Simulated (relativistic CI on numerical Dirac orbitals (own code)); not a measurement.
Computed by Dirac-Coulomb-Breit CI, separate exchange-only KLI orbitals for each configuration, model QED, unscaled Slater integrals (own radial code, finite nucleus).

The strongest absorption lines from the ground level of an ion, among the configurations computed and to levels below about 981 eV (vacuum wavelength in Å, gf): 14.090 (0.0062), 21.283 (0.0076), 21.496 (0.029), 22.079 (0.0056), 25.905 (0.82), 25.972 (1.3), 27.168 (0.64), 28.648 (0.15).

(1) Which ion is it?
A. Ra65+
B. Bi60+
C. Pt55+
D. Pt57+

## Answers

(1) C. Pt55+ has 23 electrons and the ground level 3s2 3p6 3d5 2D_5/2; the strongest line goes to 3s2 3p5 3d6 2D°_5/2. The pattern of lines fixes the number of electrons, and along that sequence the line energies rise steadily with the charge (about as its square where n changes within one kind of shell, about linearly where n is kept but much faster in heavy ions where fine structure, which grows about as Z⁴, sets the gap, and irregularly where shells cross), which fixes Z. Configurations outside the model, such as inner-shell arrays, can give stronger lines. At this charge energies of transitions that change n are usually good to better than 1 %, and those within a shell (Δn = 0) to a few per cent.

LS names give the leading component of a level, which can be under half, so a name can repeat, a term be missing and a line seem to break the LS rules.
